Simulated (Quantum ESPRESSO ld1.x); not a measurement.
Values are calculated unless marked as measured or tabulated.
Q: Species: the manganese ion Mn+. Configuration: [Ar] 3d4.5 4s1 4p0.5 (fractional occupations, a model configuration). Level of theory: scalar-relativistic Kohn-Sham, LDA (Slater exchange, VWN5 correlation), spin-polarised, spherical densities, point nucleus; open shells are filled with parallel spins first (ld1.x of Quantum ESPRESSO 7.5). Some entries of the table are withheld. Estimate them.

orbital,occ.,eigenvalue (eV),r(max) (bohr),<1/r> (bohr^-1)
1s up,1,-6425.79,0.040,24.88
1s down,1,-6425.71,0.040,24.88
2s up,1,-754.613,0.233,5.287
2s down,1,-752.406,0.233,5.297
2p up,3,-641.920,0.189,5.193
2p down,3,-640.195,0.189,5.202
3s up,1,-98.8517,0.736,1.668
3s down,1,-93.9967,0.736,1.661
3p up,3,-67.8160,0.748,1.534
3p down,3,-63.0483,0.754,1.525
3d up,4.5,-19.7584,0.748,(1)
3d down,0,-15.2199,0.754,(2)
4s up,1,-14.1293,2.27,0.4939
4s down,0,-11.4662,2.37,0.4639
4p up,0.5,-8.8712,2.75,0.4000
4p down,0,-6.8406,2.98,0.3564

A: 
(1) 3d up <1/r> (bohr^-1): 1.187
(2) 3d down <1/r> (bohr^-1): 1.159
